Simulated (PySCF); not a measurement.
# [Ta(F)2(NH2)3] (charge 0, multiplicity 1)

All values below come from TPSSh-D3(BJ)/def2-TZVP // PBE-D3(BJ)/def2-SVP in PySCF.

* **HOMO**: -6.63 eV
* **dipole moment**: 3.85 D
* **HOMO–LUMO gap**: 4.73 eV
* **LUMO**: -1.90 eV
* **charge on the central atom (Mulliken)**: 1.52 e
* **total energy**: -11564.74 eV
* **cost**: roughly 13 core-minutes

```xyz
12

Ta    -0.1352     0.0970    -0.0021
F      0.3716    -1.5924    -0.7902
F      1.6057     0.8826    -0.0351
N     -1.4269     0.2708    -1.5113
H     -2.0057     1.0870    -1.7208
H     -1.6502    -0.5118    -2.1350
N     -0.8016     1.8108     0.8287
H     -1.7559     2.0527     1.1206
H     -0.1906     2.6118     1.0323
N     -0.8097    -0.9694     1.5420
H     -0.9144    -1.9885     1.5017
H     -1.1689    -0.5948     2.4227
```
